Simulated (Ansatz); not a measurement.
Start from `O[SiH2][SiH](F)S` and change one atom or group to get `O[SiH2][SiH2]S`.

Ansatz, PBE0-D4/def2-TZVP geometries, multiplicity 1. Each molecule was computed in one conformer, which needn't be the lowest.

```
                                          property  `O[SiH2][SiH](F)S`
             HOMO–LUMO gap (B3LYP/def2-TZVPP) / eV                6.75
    size of the dipole moment (PBE/def2-TZVPP) / D                1.42
           HOMO–LUMO gap (ωB97M-V/def2-TZVPP) / eV               10.99
               HOMO energy (B3LYP/def2-TZVPP) / eV               -7.78
size of the dipole moment (ωB97M-V/def2-TZVPP) / D                1.38
             HOMO energy (ωB97M-V/def2-TZVPP) / eV              -10.09
```

Question: What does the change do to each property? (An estimate is asked.)

Answer: Ansatz gave: 
```tsv
property	`O[SiH2][SiH2]S`	shift
HOMO–LUMO gap (B3LYP/def2-TZVPP) / eV	6.26	-0.49
size of the dipole moment (PBE/def2-TZVPP) / D	1.06	-0.36
HOMO–LUMO gap (ωB97M-V/def2-TZVPP) / eV	10.45	-0.54
HOMO energy (B3LYP/def2-TZVPP) / eV	-7.20	0.58
size of the dipole moment (ωB97M-V/def2-TZVPP) / D	1.13	-0.25
HOMO energy (ωB97M-V/def2-TZVPP) / eV	-9.48	0.61
```

With PBE0 the HOMO rises by 0.60 eV and the LUMO rises by 0.09 eV, so the gap narrows by about 0.51 eV. PBE moves the HOMO by 0.51 eV and ωB97M-V by 0.61 eV. Dipoles are sizes alone; their direction can turn.

B3LYP here is the variant with VWN-RPA as its local correlation; programs differ in this.
